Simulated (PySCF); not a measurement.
C₄H₁₀NSi (doublet state).
Atom-mapped SMILES: `[CH3:1]/[N:2]=[CH:3]\[Si:4]([CH3:5])[CH3:6]` (hydrogens: H7, H8, H9 on C1; H10 on C3; H11, H12, H13 on C5; H14, H15, H16 on C6)

Geometry (GFN2-xTB, Å), atoms numbered from 1 in this order:
```xyz
16
C4H10NSi angstrom
C      2.554    0.501   -0.059
N      2.182   -0.874   -0.091
C      0.949   -1.215   -0.151
Si    -0.604   -0.211   -0.297
C     -0.963    1.515    0.423
C     -2.197   -1.245   -0.304
H      1.837    1.145   -0.590
H      2.627    0.847    0.977
H      3.540    0.599   -0.514
H      0.799   -2.290   -0.221
H     -1.687    2.049   -0.190
H     -0.072    2.130    0.495
H     -1.387    1.428    1.422
H     -2.997   -0.729   -0.826
H     -2.049   -2.203   -0.793
H     -2.540   -1.439    0.710
```

The hyperfine couplings belong to this conformer and change with its torsions.

Computed with UKS B3LYP, pcH-1 on C H N Si, non-relativistic, mean-field spin-orbit, GIAO (PySCF 2.14.0). Geometry: GFN2-xTB, one conformer, isolated molecule. The geometry wasn't refined by DFT: couplings that depend on bond lengths, twists or pyramidal angles can differ widely from those at the functional's own minimum, by a factor of two or more for some ions and for spin on atoms past the first row. No stability test was run, so a lower SCF solution isn't excluded.

**Question.** Where do the isotropic ENDOR lines of C3, C1, C5/C6, N2, H11 (×6), H7/H8/H9 and H10 fall at 334.1 mT, to first order?

**Answer.** ν± = |νn ± a/2|, one line for each electron-spin manifold; νn = |g_N| × 7.62259 MHz/T × B.

```tsv
nuclei	isotope	g_N	νn (MHz)	a_iso (MHz)	lower line (MHz)	upper line (MHz)
C3	13C	1.4048	3.58	-13.66	3.25	10.41
C1	13C	1.4048	3.58	-10.30	1.57	8.73
C5/C6	13C	1.4048	3.58	1.33	2.91	4.24
N2	14N	0.4038	1.03	12.24	5.09	7.15
H11 (×6)	1H	5.5857	14.23	24.79	1.83	26.62
H7/H8/H9	1H	5.5857	14.23	16.98	5.74	22.71
H10	1H	5.5857	14.23	11.69	8.38	20.07
```

The rows for 13C, of low natural abundance, apply to labelled samples.

**Question.** Which pairs are centred on the nuclear Larmor frequency, and which on half the coupling?

**Answer.** Centred on νn, since |a| < 2νn: C5/C6, H11 (×6), H7/H8/H9 and H10. Centred on |a|/2 and split by 2νn: C3, C1 and N2.

**Question.** At what field would the lower line of C3 fall to zero frequency?

**Answer.** Where νn = |a|/2, that is B = 6.83 MHz/(1.4048 × 7.62259 MHz/T) = 638 mT, as far as first order holds there.

Class means assume fast exchange of nuclei equivalent by connectivity; if that motion is slow, each nucleus keeps its own coupling. The six 1H nuclei of mean +24.8 MHz run from 0.5 to 56.0 MHz in the frozen geometry. The three 1H nuclei of mean +17.0 MHz run from 0.2 to 34.6 MHz in the frozen geometry.
